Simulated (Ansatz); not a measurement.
SbMe2Br (C2H6BrSb). Total charge 0; singlet. Geometry B3LYP-D4/def2-SVP, basis def2-TZVP, Ansatz.

```xyz
10

Sb   -0.5927   -1.0169    0.6428
C    -1.0036    1.1293    0.5901
H    -0.0535    1.6794    0.5424
H    -1.5588    1.4250    1.4914
H    -1.6105    1.3507   -0.3023
C     0.7132   -0.9410   -1.1084
H     1.2494   -1.8946   -1.2107
H     1.4352   -0.1215   -0.9889
H     0.0968   -0.7707   -2.0052
Br    1.3244   -0.8397    2.3488
```

```json
{"run": "A", "HOMO (eV)": "-8.28", "LUMO (eV)": "-0.58"}
{"run": "B", "HOMO (eV)": "-6.00", "LUMO (eV)": "-2.29"}
{"run": "C", "HOMO (eV)": "-6.25", "LUMO (eV)": "-2.13"}
{"run": "D", "HOMO (eV)": "-9.21", "LUMO (eV)": "0.41"}
{"run": "E", "HOMO (eV)": "-7.04", "LUMO (eV)": "-1.53"}
{"run": "F", "HOMO (eV)": "-5.86", "LUMO (eV)": "-2.20"}
```

In the def2 sets Sb takes a core potential; there is no spin–orbit coupling.

Task: The runs used BLYP, CAM-B3LYP, PBE, PBE0, r2SCAN, ωB97X-V. Estimate which is which.

Result: A CAM-B3LYP (range-separated); B PBE (0 % exact exchange); C r2SCAN (0 % exact exchange); D ωB97X-V (range-separated); E PBE0 (25 % exact exchange); F BLYP (0 % exact exchange). Exact exchange lowers occupied and raises empty levels; among semilocal functionals meta-GGAs tend to open the gap a little, and such runs are hard to tell apart. The gap grows from 3.66 eV (BLYP) to 9.62 eV (ωB97X-V).
